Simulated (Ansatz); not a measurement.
`[F][Zr]([F])([F])[F]` and `C[N](C)[Zr]([F])([F])[F]` differ in one atom or group.

Ansatz, PBE0-D4/def2-TZVP geometries, multiplicity 1. Each molecule was computed in one conformer, which needn't be the lowest.

Elements past krypton have def2 core potentials.

```json
{"property": "size of the dipole moment (B3LYP/def2-TZVPP) / D", "`[F][Zr]([F])([F])[F]`": "0.00"}
{"property": "HOMO–LUMO gap (PBE/def2-TZVPP) / eV", "`[F][Zr]([F])([F])[F]`": "8.03"}
{"property": "size of the dipole moment (PBE/def2-TZVPP) / D", "`[F][Zr]([F])([F])[F]`": "0.00"}
{"property": "LUMO energy (PBE0/def2-TZVPP) / eV", "`[F][Zr]([F])([F])[F]`": "-1.21"}
{"property": "LUMO energy (B3LYP/def2-TZVPP) / eV", "`[F][Zr]([F])([F])[F]`": "-1.51"}
{"property": "HOMO energy (PBE/def2-TZVPP) / eV", "`[F][Zr]([F])([F])[F]`": "-10.14"}
```

(1) What does the change do to each property? (Estimate.)

## Answers

(1) The calculation gave: 
```
                                        property  `C[N](C)[Zr]([F])([F])[F]`  shift
size of the dipole moment (B3LYP/def2-TZVPP) / D                        2.88   2.88
             HOMO–LUMO gap (PBE/def2-TZVPP) / eV                        3.99  -4.04
  size of the dipole moment (PBE/def2-TZVPP) / D                        2.81   2.81
              LUMO energy (PBE0/def2-TZVPP) / eV                       -0.85   0.36
             LUMO energy (B3LYP/def2-TZVPP) / eV                       -1.12   0.39
               HOMO energy (PBE/def2-TZVPP) / eV                       -5.77   4.37
```

With PBE0 the HOMO rises by 5.13 eV and the LUMO rises by 0.36 eV, so the gap narrows by about 4.77 eV. PBE moves the HOMO by 4.37 eV and ωB97M-V by 5.40 eV.

B3LYP here is the variant with VWN-RPA as its local correlation; programs differ in this.
